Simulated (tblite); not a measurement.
Compound: C₇H₇OS (doublet state).
Numbering: `[CH3:1][C:2]#[C:3][C:4]1[CH2:5][CH:6]=[CH:7][S@@:8]1=[O:9]` (hydrogens: H10, H11, H12 on C1; H13, H14 on C5; H15 on C6; H16 on C7)
Bond orders are those of one Lewis drawing.

Computed with GFN2-xTB (tblite), gas phase: L-BFGS steps from a force-field or distance-geometry start until the largest atomic force falls under 0.01 eV/Å.

The end geometry, which sets the zero of energy:
```
atom  x, y, z in Å
C1     -3.5736    0.6442    0.0100
C2     -2.1610    0.3776    0.0745
C3     -0.9660    0.1394    0.1334
C4      0.3772   -0.0325    0.2100
C5      1.0780   -1.2985    0.5621
C6      2.5397   -0.9948    0.5539
C7      2.8848    0.2247    0.1877
S8      1.4950    1.3013   -0.2758
O9      1.4155    2.3860    0.7109
H10    -4.1425   -0.2853    0.0441
H11    -3.8716    1.2712    0.8527
H12    -3.8099    1.1751   -0.9135
H13     0.8445   -2.0951   -0.1566
H14     0.7627   -1.6690    1.5456
H15     3.2397   -1.7614    0.8522
H16     3.8799    0.6261    0.1324
```

Problem. These geometries come from the run, each turned onto the end geometry. Order them by energy, lowest first.
A.
```
atom  x, y, z in Å
C1     -3.5768    0.6450    0.0105
C2     -2.1630    0.3681    0.0502
C3     -0.9655    0.1355    0.1045
C4      0.3774   -0.0384    0.1962
C5      1.0826   -1.2974    0.5600
C6      2.5444   -0.9930    0.5527
C7      2.8895    0.2273    0.1884
S8      1.4960    1.3066   -0.2731
O9      1.4042    2.3790    0.7287
H10    -4.1550   -0.2803    0.0528
H11    -3.8524    1.2712    0.8632
H12    -3.8257    1.1838   -0.9065
H13     0.8457   -2.1053   -0.1455
H14     0.7679   -1.6554    1.5483
H15     3.2363   -1.7635    0.8639
H16     3.8867    0.6259    0.1293
```
B.
```
atom  x, y, z in Å
C1     -3.4766    0.6605    0.0968
C2     -2.0878    0.3457   -0.1426
C3     -0.9238    0.0661   -0.3501
C4      0.4371   -0.1603   -0.3913
C5      1.0570   -1.2120    0.4845
C6      2.5185   -0.9393    0.5844
C7      2.9162    0.2624    0.1967
S8      1.5047    1.3251   -0.2624
O9      1.0321    1.8280    1.0449
H10    -4.0765   -0.2444    0.2069
H11    -3.5941    1.2395    1.0130
H12    -3.8902    1.2361   -0.7321
H13     0.8790   -2.2520    0.1748
H14     0.5726   -1.0633    1.4548
H15     3.1940   -1.7127    0.9256
H16     3.9302    0.6296    0.2198
```
C.
```
atom  x, y, z in Å
C1     -3.5707    0.6447    0.0096
C2     -2.1643    0.3426   -0.0433
C3     -0.9651    0.1379    0.0451
C4      0.3768   -0.0501    0.1169
C5      1.0724   -1.2910    0.5626
C6      2.5301   -0.9867    0.5629
C7      2.8910    0.2266    0.1928
S8      1.5107    1.3221   -0.2606
O9      1.3694    2.3481    0.7823
H10    -4.1703   -0.2617    0.0790
H11    -3.7656    1.2583    0.8906
H12    -3.8885    1.2010   -0.8718
H13     0.8846   -2.1403   -0.1061
H14     0.7706   -1.6012    1.5701
H15     3.2207   -1.7590    0.8625
H16     3.8907    0.6176    0.1310
```
D.
```
atom  x, y, z in Å
C1     -3.5679    0.6471    0.0090
C2     -2.1686    0.3112   -0.1263
C3     -0.9635    0.1250   -0.0183
C4      0.3768   -0.0586    0.0845
C5      1.0763   -1.2839    0.5658
C6      2.5348   -0.9776    0.5700
C7      2.8839    0.2346    0.1898
S8      1.5023    1.3289   -0.2635
O9      1.3524    2.3092    0.8265
H10    -4.1587   -0.2671    0.1064
H11    -3.6905    1.2585    0.9109
H12    -3.9339    1.2316   -0.8409
H13     0.8914   -2.1586   -0.0739
H14     0.7445   -1.5469    1.5820
H15     3.2258   -1.7568    0.8572
H16     3.8872    0.6123    0.1443
```
E.
```
atom  x, y, z in Å
C1     -3.5005    0.6531    0.0350
C2     -2.1281    0.3232   -0.2397
C3     -0.9371    0.0537   -0.2099
C4      0.4039   -0.0904   -0.1039
C5      1.0499   -1.2703    0.5399
C6      2.5109   -0.9633    0.5684
C7      2.8574    0.2536    0.1956
S8      1.4878    1.3427   -0.2528
O9      1.2577    2.1486    0.9604
H10    -4.0954   -0.2493    0.1681
H11    -3.5187    1.2189    0.9739
H12    -3.9305    1.2330   -0.7822
H13     0.7764   -2.2042    0.0272
H14     0.7127   -1.3839    1.5868
H15     3.2000   -1.7203    0.9078
H16     3.8460    0.6639    0.1490
```

Solution. A (0.002 eV), C (0.023 eV), D (0.045 eV), E (0.138 eV), B (0.401 eV).

In the order of the answer:

```json
{"step": "36", "E above end (eV)": "0.002", "largest force (eV/Å)": "0.11", "rms force component (eV/Å)": "0.034", "rms distance from end (Å)": "0.016", "rms bond change (Å)": "0.002", "bond most changed (Å)": "C4–S8 +0.004"}
{"step": "30", "E above end (eV)": "0.023", "largest force (eV/Å)": "0.20", "rms force component (eV/Å)": "0.075", "rms distance from end (Å)": "0.070", "rms bond change (Å)": "0.004", "bond most changed (Å)": "C4–S8 +0.013"}
{"step": "27", "E above end (eV)": "0.045", "largest force (eV/Å)": "0.25", "rms force component (eV/Å)": "0.085", "rms distance from end (Å)": "0.113", "rms bond change (Å)": "0.005", "bond most changed (Å)": "C4–S8 +0.013"}
{"step": "16", "E above end (eV)": "0.138", "largest force (eV/Å)": "0.34", "rms force component (eV/Å)": "0.119", "rms distance from end (Å)": "0.228", "rms bond change (Å)": "0.004", "bond most changed (Å)": "C7–S8 -0.012"}
{"step": "5", "E above end (eV)": "0.401", "largest force (eV/Å)": "0.61", "rms force component (eV/Å)": "0.186", "rms distance from end (Å)": "0.356", "rms bond change (Å)": "0.010", "bond most changed (Å)": "C4–S8 +0.027"}
```

What follows is the cost of the whole relaxation. On one thread, AMD EPYC (x86_64), no GPU, shared host, this took 0.58 s.
